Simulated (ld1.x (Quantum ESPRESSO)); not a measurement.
## Which change was made? (Fe, TM)

ld1.x (Quantum ESPRESSO) 7.5 input, shortened:

```
&input
   title='Fe', zed=26., rel=1, dft='PZ', iswitch=3,
   config='[Ar] 3d6 4s1 4p0'
 /
 &inputp
   pseudotype=2, tm=.true., lloc=2,
   nlcc=.false.
 /
3
4S  1  0   1.00   0.00  1.70  1.70  0.0
3P  2  1   6.00   0.00  1.25  1.25  0.0
3D  3  2   6.00   0.00  1.35  1.35  0.0
 &test
   configts(1)='3p6 3d6 4s1 4p0'
 /
```

Cutoffs, loose and tight: the cutoffs (Ry, on a coarse ladder) from which the occupation-weighted sum of valence levels, in a spherical-Bessel basis at the reference potential, stays within 10 and 1 mRy of its value at 400 Ry. They do not see the model core or the augmentation charge, which bear on the density cutoff. Test errors are all-electron minus pseudo excitation energies from the reference, over the configurations 3p6 3d6 4s2 4p0; 3p6 3d6 4s0 4p0; 3p6 3d5 4s0 4p0; 3p6 3d6 4s1 4p1; 3p6 3d6 4s0 4p1; 3p6 3d6.5 4s1.5 4p0; 3p6 3d7 4s0 4p0 (two spin-polarised tests are not counted in the largest error); variants that change the core or the reference have their own tests.

The base gives: outcome: generated; cutoff, loose: 140 Ry; cutoff, tight: 200 Ry; bound ghosts: s; largest test error (meV): -120.

Q: After one change the result is: outcome: generated; cutoff, loose: 160 Ry; cutoff, tight: 230 Ry; bound ghosts: s; largest test error (meV): -39. Which change was it?
A. all radii scaled by about 1.36 (s 2.32, p 1.70, d 1.84 bohr)
B. all radii scaled by about 0.75 (s 1.28, p 0.94, d 1.02 bohr)
C. all radii scaled by about 0.85 (s 1.44, p 1.06, d 1.14 bohr)
D. all radii scaled by about 1.04 (s 1.76, p 1.30, d 1.40 bohr)
E. all radii scaled by about 1.17 (s 2.00, p 1.46, d 1.58 bohr)

A: C. The others give: all radii scaled by about 1.04 (s 1.76, p 1.30, d 1.40 bohr) → outcome: generated; cutoff, loose: 120 Ry; cutoff, tight: 180 Ry; bound ghosts: s; largest test error (meV): -160 | all radii scaled by about 0.75 (s 1.28, p 0.94, d 1.02 bohr) → outcome: generated; cutoff, loose: 200 Ry; cutoff, tight: over 300 Ry; bound ghosts: s; largest test error (meV): -21 | all radii scaled by about 1.36 (s 2.32, p 1.70, d 1.84 bohr) → outcome: generated; cutoff, loose: 80 Ry; cutoff, tight: 140 Ry; bound ghosts: s; largest test error (meV): -589 | all radii scaled by about 1.17 (s 2.00, p 1.46, d 1.58 bohr) → outcome: generated; cutoff, loose: 100 Ry; cutoff, tight: 160 Ry; bound ghosts: s; largest test error (meV): -302.
